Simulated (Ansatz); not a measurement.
Ansatz results at the PBE0-D4/def2-TZVP geometry: HOMO–LUMO gap (PBE0/def2-TZVPP) 4.79 eV; size of the dipole moment (PBE/def2-TZVPP) 2.22 D; HOMO–LUMO gap (B3LYP/def2-TZVPP) 4.32 eV.

Each molecule was computed in one conformer, which needn't be the lowest.

Q: Which molecule gave them?
A. `CC[N](CC)[Ti]([Cl])([O]C)[O]C`
B. `[F][Ti]([F])([SH])[SH]`
C. `C[S][Ti]([F])([F])[Cl]`
D. `[NH2][Ti]([OH])([Cl])[Cl]`

A: C. The others give `[NH2][Ti]([OH])([Cl])[Cl]`: 5.59, 2.91, 5.07; `[F][Ti]([F])([SH])[SH]`: 4.77, 1.03, 4.28; `CC[N](CC)[Ti]([Cl])([O]C)[O]C`: 5.46, 3.87, 4.99.

B3LYP here is the variant with VWN-RPA as its local correlation; programs differ in this.
